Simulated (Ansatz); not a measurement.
Born–Oppenheimer molecular dynamics of AlH5O3S (10 atoms, charge 0, multiplicity 1). It starts from a rough guess of a transition structure, not a stationary point.

All numbers below come from UKS B3LYP/STO-3G (Ansatz 0.2.0).

```yaml
ensemble: NVE (velocity Verlet)
time_step: 0.5 fs
steps_asked: 150
starting_velocities_drawn_for: 100 K
seed: 141382
```

First frame:

```xyz
10
Properties=species:S:1:pos:R:3
Al 0.115 -0.628 0.224
S 0.866 1.080 -1.642
O 1.335 -0.805 1.299
O -0.963 -1.625 -0.492
H -0.219 1.500 -0.278
O -0.883 1.232 0.774
H -0.179 0.738 -2.385
H 2.080 -1.060 1.819
H -1.673 -2.165 -0.800
H -0.478 1.732 1.480
```

Task: How far do the bonds stretch over the last three quarters of this one trajectory? (Pairs bonded in most of those frames.)

Result: 
```json
{"bond": "Al1–S2", "mean (Å)": "2.174", "spread (Å)": "0.095", "shortest": "2.04", "longest": "2.34"}
{"bond": "Al1–O3", "mean (Å)": "1.731", "spread (Å)": "0.080", "shortest": "1.60", "longest": "1.86"}
{"bond": "Al1–O4", "mean (Å)": "1.746", "spread (Å)": "0.122", "shortest": "1.55", "longest": "1.97"}
{"bond": "S2–H7", "mean (Å)": "1.361", "spread (Å)": "0.028", "shortest": "1.32", "longest": "1.40"}
{"bond": "O3–H8", "mean (Å)": "1.039", "spread (Å)": "0.047", "shortest": "0.95", "longest": "1.11"}
{"bond": "O4–H9", "mean (Å)": "1.038", "spread (Å)": "0.042", "shortest": "0.95", "longest": "1.11"}
{"bond": "H5–O6", "mean (Å)": "1.081", "spread (Å)": "0.078", "shortest": "0.98", "longest": "1.31"}
{"bond": "O6–H10", "mean (Å)": "1.029", "spread (Å)": "0.050", "shortest": "0.94", "longest": "1.10"}
```

Mean temperature of the second half: 1411 K. The conserved energy stayed within 1.2 meV per atom of its start (net change -0.46 meV per atom), so the integration is sound. The system heated up, since it started high on the potential surface and ran downhill. A run of 0.075 ps of so small a system gives no equilibrium averages. The orbitals stay closed-shell, which can raise the energy where a bond breaks towards radicals; this wasn't checked here. Limits of this set-up: minimal basis.

The run took 8.7 min on 1 thread of Arm Neoverse V1 (shared host), peak memory 0.14 GiB.
